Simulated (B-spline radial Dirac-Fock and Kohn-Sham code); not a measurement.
## Binding energies of Ar⁺ at several levels of theory

System: the Ar⁺ ion, configuration [Ne] 3s1 3p6 (not the ground configuration).

The density-functional columns are spherical, spin-unpolarised Dirac-Kohn-Sham results without Breit or QED terms: −ε is minus the orbital energy of the initial state and ΔSCF the difference of two total energies. The reference in the last column comes from ΔSCF Dirac-Fock with Breit, self-energy and vacuum polarisation, finite nucleus, configuration average. All numbers are from a radial atomic solver, in eV; a selection of levels is shown.

```
level  PBE −ε  PBE ΔSCF  Dirac-Fock
2p1/2   246.5     267.9       267.3
2p3/2   244.3     265.5       265.2
   3s   37.32     44.41       48.50
3p1/2   22.80     29.35       27.08
3p3/2   22.60     29.12       26.88
```

Values without a named source are computed, but for edge energies of neutral atoms, which are taken from tables.
